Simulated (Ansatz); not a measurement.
Consider the ligand exchange at the Si–F bond: `F[Si](Cl)(Cl)[GeH3]` + HCl → `Cl[Si](Cl)(Cl)[GeH3]` + H–F.

Isolated molecules relaxed with PBE0-D4/def2-TZVP in Ansatz; ΔE leaves out vibrations. CCSD(T)/CBS is the MP2 limit (def2-TZVPP, def2-QZVPP) plus CCSD(T) − MP2 in def2-TZVPP, frozen cores. This one scheme is used for every species. Functionals use def2-TZVPP. B3LYP here is the variant with VWN-RPA as its local correlation; programs differ in this. For Ge outer-core shells are correlated without core-valence functions, which leaves a few kJ/mol of doubt a bond. Scalar relativity is left out up to krypton.

`F[Si](Cl)(Cl)[GeH3]`:

Z-matrix (Å, degrees):
```
Si
Cl 1 2.038
Cl 1 2.038 2 108.8
F 1 1.589 2 107.0 3 115.4
Ge 1 2.370 2 111.5 3 -123.3
H 5 1.533 1 108.3 2 61.2
H 5 1.534 1 109.2 2 -58.6
H 5 1.534 1 109.2 2 -179.1
```

HCl:

Cartesian coordinates in Å:
```
Cl -0.231 0.568 0.183
H 0.231 -0.568 -0.183
```

`Cl[Si](Cl)(Cl)[GeH3]`:

Z-matrix (Å, degrees):
```
Si
Cl 1 2.043
Cl 1 2.043 2 108.2
Cl 1 2.043 2 108.2 3 116.9
Ge 1 2.371 2 110.7 3 -121.5
H 5 1.534 1 108.8 2 -180.0
H 5 1.534 1 108.8 2 -60.0
H 5 1.534 1 108.7 2 60.0
```

H–F:

```xyz
2

F    -0.129    0.435   -0.076
H     0.129   -0.435    0.076
```

```csv
level,ΔE (kcal/mol)
r2SCAN0-D4,10.4
PBE,9.8
PBE0,9.6
B3LYP,12.8
r2SCAN0,10.7
BHLYP,13.2
MP2/def2-QZVPP,8.4
CCSD/CBS(def2),10.4
```

Problem. What does CCSD(T)/CBS give? (An estimate is asked.)

Solution. The calculation gave: +9.7 kcal/mol. The listed levels differ from it by 0.7, 0.1, -0.1, 3.1, 1.0, 3.5, -1.3, 0.7 kcal/mol.

Problem. What do rigid-rotor, harmonic-oscillator terms from PBE0-D4/def2-TZVP frequencies (298.15 K, 1 bar) make of the CCSD(T)/CBS value? (An estimate is asked.)

Solution. Ansatz gave: ΔZPE = +0.9 kcal/mol, ΔH = +10.8 kcal/mol, ΔS = -11 J/(mol·K), ΔG = +11.6 kcal/mol.

Largest T1 diagnostic among the species: 0.011.

The D4 term adds −2.0 kcal/mol with B3LYP and −1.1 kcal/mol with PBE0; it sums over pairs of atoms, weighted by their polarisabilities, and B3LYP, whose exchange is more repulsive, gets the larger term. At CCSD(T), def2-SVP lies +0.9 kcal/mol from the extrapolated value and def2-TZVPP +1.3 kcal/mol.
